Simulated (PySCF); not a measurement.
# How methods differ on the ionisation energy of Tc(2+)

Tc(2+) [Kr] 4d5 (6S) → Tc(3+) [Kr] 4d4 (5D), as a difference of total energies. All numbers are calculated (PySCF 2.14, scalar relativity through the core potential, in aug-cc-pwCVDZ-PP with ECP28MDF (6s6p5d3f, 70 functions)). Correlated levels: valence: 4s2 4p6 frozen. The calculations carry no spin-orbit coupling.

```csv
method,ionisation energy (eV)
UHF,28.827
MP2 (valence),29.459
SCS-MP2 (valence),29.038
CCSD (valence),29.501
CCSD(T) (valence),29.509
```

Q: How much does correlation contribute at CCSD(T) (valence)?

A: 29.509 − (28.827) = 0.682 eV, measured against UHF.

The reference lies between the lowest fine-structure levels, while these numbers refer to the centres of the terms.

Errors of the correlated levels include the incompleteness of this basis and the frozen core.

For comparison: 29.55 eV (semi-empirical (NIST evaluation); NIST Atomic Spectra Database, ionization energies).
